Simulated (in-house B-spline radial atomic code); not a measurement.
BLYP excitations of Ca III (Ca2+)

Method: BLYP. Computed with an all-electron radial atomic-structure program (B-spline basis): linear response of the closed shell [Ne] 3s2 3p6 with the functional's adiabatic kernel; non-relativistic, point nucleus, no spin-orbit coupling, no double excitations, S, P, D and F terms only. Only terms of natural parity with L up to 3 were computed.

Command:
```bash
python run_td.py task.json out
```
Settings (radii: box in bohr, nucleus in fm):
```
Z                        20
electrons                18
configuration            [Ne] 3s2 3p6
hamiltonian              nr
method                   b88,lyp
box_radius               29.48
intervals                54
```

Cost of the run: 0.7 s on 1 thread of Arm Neoverse N1 (shared host).

The lowest states, in the order of their Tamm-Dancoff energies; the method's threshold (minus the highest occupied level) is 42.91 eV. Labels give the largest channel, * marks a mixed state, and oscillator strengths are full-response dipole values. Semilocal kernels can invert the small singlet-triplet splittings of Rydberg terms. Energies in eV:

| state | full response | Tamm-Dancoff | oscillator strength |
| --- | --- | --- | --- |
| 3p → 3d 3P | 24.846 | 24.942 | - |
| 3p → 3d 3F | ? | ? | - |
| 3p → 3d 1F | 27.178 | 27.185 | - |
| 3p → 4s 3P | ? | ? | - |
| 3p → 4s 1P | 28.229 | 28.239 | 0.403 |
| 3p → 4p 3S | 31.40 | 31.42 | - |
| 3p → 4p 3D | 31.58 | 31.59 | - |
| 3p → 4p 1D | 31.85 | 31.86 | - |
| 3p → 4p 1S | 33.31 | 33.45 | - |
| 3p → 3d 1P | 33.11 | 33.79 | 3.01 |

Q: Where does 3p → 3d 3F lie?

A: At 25.015 eV in full response, 25.143 eV in Tamm-Dancoff.

Q: Where does 3p → 4s 3P lie?

A: At 27.778 eV in full response, 27.787 eV in Tamm-Dancoff.

Q: How large is the singlet-triplet splitting of 3p → 3d (F terms) in Tamm-Dancoff?

A: 2.04 eV, from the unrounded values.

Q: What polarisabilities and dispersion coefficient does the method give?

A: Dipole 3.358 bohr³, quadrupole 7.636 bohr⁵, C6 11.15 hartree·bohr⁶ for two such species.
